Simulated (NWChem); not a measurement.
A series in which one site is exchanged, each optimised at PBE0/def2-SVP with NWChem, gas phase unless a solvent is named. All stand in one matching conformer (torsions within 35°), which need not be the lowest. This build's default masses of Se (78.918 u) and Br (79.917 u) are each other's, which moves their modes by up to 0.6 %. For some, no frequency run checked for a minimum. def2 effective core potentials on I; no spin-orbit coupling.

A: BrB(O)OC (CH4BBrO2; site = Br)
B: IB(O)OC (CH₄BIO₂; site = I)
C: COBO (CH$_{5}$BO$_{2}$; site = H)
D: COB(O)F (CH4BFO2; site = F)

```tsv
quantity	A	B	C	D
dipole (D), PBE0/def2-SVP	2.17	2.39	1.37	?
orbital gap (eV), PBE0/def2-SVP	9.33	8.26	9.77	?
static polarisability, B3LYP/def2-SVPD (bohr³)	57.5	71.6	37.3	?
lowest singlet excitation, B3LYP/def2-SVPD, TDA (eV)	6.91	6.10	7.46	?
```

**Question.** Some entries are withheld; supply them.

**Answer.** 
- dipole (D), PBE0/def2-SVP, D: 1.83
- orbital gap (eV), PBE0/def2-SVP, D: 10.18
- static polarisability, B3LYP/def2-SVPD (bohr³), D: 35.8
- lowest singlet excitation, B3LYP/def2-SVPD, TDA (eV), D: 7.44
